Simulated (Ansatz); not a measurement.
Program: Ansatz. Geometries: PBE0-D4/def2-TZVP. ΔE: electronic, gas phase. CBS: MP2 limit from def2 TZ/QZ plus the TZ coupled-cluster correction, frozen cores. DFT in def2-TZVPP. def2 core potentials past Kr. For In, Ta outer-core shells are correlated without core-valence functions, which leaves a few kJ/mol of doubt a bond. Each species was taken in one conformer, which may not be the lowest.

Consider the redistribution: `[NH2][InH][NH2]` + `[NH2][Ta]([NH2])(=[O])[Cl]` → `[NH2][InH][Cl]` + `[NH2][Ta]([NH2])([NH2])=[O]`.

| level | ΔE (kcal/mol) |
| --- | --- |
| PBE-D4 | -6.2 |
| ωB97M-V | -7.0 |
| PBE-QIDH | -6.1 |
| r2SCAN | -6.6 |
| BHLYP | -8.2 |
| CCSD/def2-SVP | -8.2 |
| HF/def2-TZVPP | -9.8 |
| HF/def2-QZVPP | -9.7 |

(1) What does CCSD(T)/CBS give? (An estimate is asked.)

Largest T1 diagnostic among the species: 0.020.

Results:

(1) The calculation gave: -5.9 kcal/mol. The listed levels differ from it by -0.3, -1.1, -0.2, -0.7, -2.3, -2.3, -3.9, -3.8 kcal/mol.

In def2-TZVPP, CCSD(T) changes the Hartree–Fock value by +4.1 kcal/mol (the triples alone add +0.9 kcal/mol) and MP2 by +5.7 kcal/mol. From PBE to PBE0 (25 % exact exchange), in def2-TZVPP and without D4, ΔE moves by −0.8 kcal/mol. Leaving LDA and LC-ωPBE aside and taking each functional with its dispersion term where it has one, the values, not all of them listed here, spread over 2.1 kcal/mol, from BHLYP-D4 to B2PLYP.
